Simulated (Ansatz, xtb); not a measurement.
**BH3SiSn: where a starting geometry ends**

The starting geometry of this gas-phase triplet was built from a drawn formula by distance geometry and a force field; its bonds are those of `[SiH][B]=[SnH2]`.

```xyz
6

B     0.8333    2.3633   -1.8835
Si    0.0460    2.2456    0.1427
Sn    2.0202    1.5194   -3.2053
H     0.2271    0.8374   -0.2843
H     0.2855    1.3897   -3.2656
H     2.8773    1.3381   -1.6824
```

Task: Predict what it relaxes into with r2SCAN-D4/def2-SVP.

Result: New bonds form, giving a structure with H6 bridging B1 and Sn3, given below by its coordinates. Distances that change by over a tenth: B1–Si2 (2.18 → 1.91 Å), B1–Sn3 (1.97 → 2.19 Å), Sn3–H5 (1.74 → 2.22 Å), Sn3–H6 (1.76 → 2.20 Å). Contacts that close: B1–H5 (1.78 → 1.26 Å), B1–H6 (2.30 → 1.26 Å).

The energy falls by 4.20 eV over 18 steps:

| step | E − E(last) (eV) |
| --- | --- |
| 1 | 4.200 |
| 3 | 2.082 |
| 5 | 1.416 |
| 7 | 0.963 |
| 9 | 0.242 |
| 10 | 0.108 |
| 12 | 0.024 |
| 14 | 0.002 |
| 16 | 0.000 |
| 18 | 0.000 |

Final geometry (Å):

```xyz
6

B     1.3351    1.7217   -1.8379
Si    0.5471    1.6851   -0.0984
Sn    1.9332    2.4469   -3.8191
H    -0.8918    1.3481    0.1608
H     0.7858    0.9420   -2.6634
H     2.5799    1.5497   -1.9203
```

From the same start GFN2-xTB ends elsewhere, differing in B1–H6 (3.06 against 1.26 Å here).

The end wasn't checked by frequencies. Open shells are spin-unrestricted. The triplet needn't be the ground state. Atoms past krypton carry core potentials, without spin–orbit terms. Run with Ansatz 0.2.0, 93 s on 2 threads of Arm Neoverse V1, with other jobs on the host.
